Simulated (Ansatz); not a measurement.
Reaction (formal exchange of groups at a Te–B bond): `O=CB[TeH]` + `CO[SiH3]` → `[SiH3]OC[TeH]` + `BC=O`

Calculated with Ansatz (gas phase, PBE0-D4/def2-TZVP geometries, no zero-point term in ΔE). CCSD(T)/CBS is the MP2 limit (def2-TZVPP, def2-QZVPP) plus CCSD(T) − MP2 in def2-TZVPP, frozen cores. Functionals use def2-TZVPP. B3LYP here is the variant with VWN-RPA as its local correlation; programs differ in this. def2 core potentials past Kr. For Te outer-core shells are correlated without core-valence functions, which leaves a few kJ/mol of doubt a bond. Each species was taken in one conformer, which may not be the lowest.

`O=CB[TeH]`:

Cartesian coordinates in Å:
```
O 0.672 -1.673 -0.637
C -0.270 -0.945 -0.419
B -0.300 0.113 0.745
Te 0.687 1.954 0.568
H -1.182 -1.023 -1.064
H -0.911 -0.079 1.750
H 1.304 1.653 -0.943
```

`CO[SiH3]`:

Z-matrix (Å, degrees):
```
C
O 1 1.408
H 1 1.091 2 108.3
H 1 1.096 2 111.5 3 119.2
H 1 1.096 2 111.5 3 -119.2
Si 2 1.642 1 122.4 3 -179.7
H 6 1.481 2 106.5 1 179.8
H 6 1.490 2 110.9 1 59.7
H 6 1.490 2 110.9 1 -60.1
```

`[SiH3]OC[TeH]`:

```xyz
10

Si   -0.601   -0.568   -1.276
O     0.863   -0.272   -0.569
C     1.035    0.035    0.773
Te    0.325    1.994    1.398
H    -0.291   -1.191   -2.582
H    -1.381    0.680   -1.468
H    -1.388   -1.497   -0.417
H     2.102    0.056    0.994
H     0.545   -0.684    1.434
H    -1.209    1.446    1.713
```

`BC=O`:

Z-matrix (Å, degrees):
```
B
C 1 1.538
H 1 1.192 2 118.5
H 1 1.192 2 118.5 3 171.4
O 2 1.221 1 96.8 3 -85.7
H 2 1.104 1 141.2 3 94.3
```

| level | ΔE (kJ/mol) | difference from CCSD(T)/CBS |
| --- | --- | --- |
| ωB97M-V | 113.4 | -3.4 |
| r2SCAN | 115.8 | -1.0 |
| PBE0 | 121.9 | 5.1 |
| B3LYP | 117.8 | 1.0 |
| MP2/def2-TZVPP | 118.8 | 2.0 |
| SCS-MP2/def2-TZVPP | 117.9 | 1.1 |
| CCSD/def2-TZVPP | 122.2 | 5.4 |
| CCSD(T)/def2-TZVPP | 119.0 | 2.2 |
| MP2/def2-QZVPP | 117.3 | 0.5 |
| SCS-MP2/def2-QZVPP | 116.7 | -0.1 |
| CCSD(T)/CBS | 116.8 | 0 |

Largest T1 diagnostic among the species: 0.021, so the coupled-cluster value is less sure than usual.

The D4 term adds −4.7 kJ/mol with B3LYP and −2.5 kJ/mol with PBE0; it sums over pairs of atoms, weighted by their polarisabilities, and B3LYP, whose exchange is more repulsive, gets the larger term. In def2-TZVPP, CCSD(T) changes the Hartree–Fock value by −13.5 kJ/mol (the triples alone add −3.2 kJ/mol) and MP2 by −13.8 kJ/mol.
